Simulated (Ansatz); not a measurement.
The lowest singlet and triplet of AlH (SMILES [AlH]); geometries from B3LYP-D3(BJ)/def2-TZVP, each state relaxed from the structure named, with no frequency check.
Singlet (charge 0, multiplicity 1):
```tsv
atom	x (Å)	y (Å)	z (Å)
Al	0.0000	0.0000	-0.1187
H	0.0000	0.0000	1.5432
```

A positive gap puts the triplet lower; no zero-point energy. R- takes a restricted singlet. U- takes an unrestricted singlet (broken symmetry where lower, unprojected). The triplet is unrestricted in single-reference levels.

Cores are frozen in the correlated methods.

Run with Ansatz (Gaussian basis) for Hartree–Fock, density functionals and correlated methods. 

Problem. What gap E(singlet) − E(triplet), vertical, at the singlet's geometry does U-CCSD/cc-pV(Q+d)Z (spin-contaminated) give?

Solution. -1.90 eV

Doubts at one or more of the structures used: T1 above 0.05 (U-CCSD/cc-pV(Q+d)Z (spin-contaminated)).

Ansatz is a first-principles code.
